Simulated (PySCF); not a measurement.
C₂H₈BN₃, SMILES N1B(NCC1)N. Geometry optimised at B3LYP-D3(BJ)/def2-SVP. This is a generated structure with no PubChem entry under its InChIKey; it may be hypothetical. One conformer was computed; it need not be the lowest.

Method: B3LYP-D3(BJ)/def2-SVP (PySCF).

Harmonic wavenumbers (cm⁻¹): 149, 186, 222, 326, 378, 445, 500, 621, 623, 682, 840, 879, 897, 932, 1063, 1114, 1121, 1187, 1213, 1274, 1274, 1316, 1381, 1445, 1502, 1506, 1519, 1606, 2951, 2956, 3035, 3039, 3626, 3633, 3633, 3723. Rotational constants (GHz): 7.137, 3.154, 2.276; symmetry number 2.

### Question
Work out the zero-point energy and the ideal-gas rigid-rotor harmonic-oscillator thermochemistry at 298.15 K and 1 atm.

### Answer
ZPE = ½ Σ hcν = ½ × 52799 cm⁻¹ = 75.48 kcal/mol. H − E(el) = 80.23 kcal/mol. Entropy in cal/(mol K): translation 39.23, rotation 24.86, vibration 12.87, total 76.96. G − E(el) = 57.28 kcal/mol. Cp = 26.39 cal/(mol K). Modes under 150 cm⁻¹ make the vibrational entropy uncertain.
